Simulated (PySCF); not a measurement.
Method: PySCF, PBE0, basis V def2-SVP, S def2-SVP, Cl def2-SVP (no relativity, density fitting).

```xyz
5
charge 0 multiplicity 1, angstrom
V     0.0000   -0.0296   -0.0209
S     0.0000   -1.6360   -1.1572
Cl    1.7441   -0.0686    1.1849
Cl   -1.7441   -0.0686    1.1849
Cl    0.0000    1.6759   -1.2814
```

VSCl3 (singlet), along the line from V1 (at 0) through S2 (at 1.968 Å).

**Question.** Tabulate the fields along this line at -0.59, -0.39, -0.20, 0.10, 0.30, 0.49, 0.69, 0.89, 1.08, 1.28, 1.48, 1.67, 1.87, 2.16, 2.36, 2.56, 2.75, 2.95, 3.15 Å.

**Answer.** 
```
distance (Å)  electron density (e/Å³)  electron localisation function  electrostatic potential (V)
       -0.59                     4.26                           0.845                         57.3
       -0.39                       12                           0.754                          162
       -0.20                     61.9                           0.523                          630
        0.10                      447                           0.733                         1870
        0.30                       15                           0.164                          306
        0.49                     6.93                           0.782                         95.6
        0.69                     2.36                           0.553                         39.2
        0.89                      1.2                           0.373                         22.1
        1.08                     1.17                           0.656                         21.4
        1.28                      1.4                           0.601                         36.4
        1.48                     1.99                           0.085                         79.9
        1.67                     18.3                           0.781                          213
        1.87                      191                           0.247                         1360
        2.16                       68                            0.85                          440
        2.36                     4.67                           0.232                          125
        2.56                     1.35                           0.278                           52
        2.75                    0.898                           0.891                         22.9
        2.95                    0.488                           0.927                         10.4
        3.15                    0.238                           0.881                         4.83
```

On a grid of 0.10 Å the density has a local minimum along the bond near 0.98 Å from V, at 1.12 e/Å³, where the ELF is 0.49.
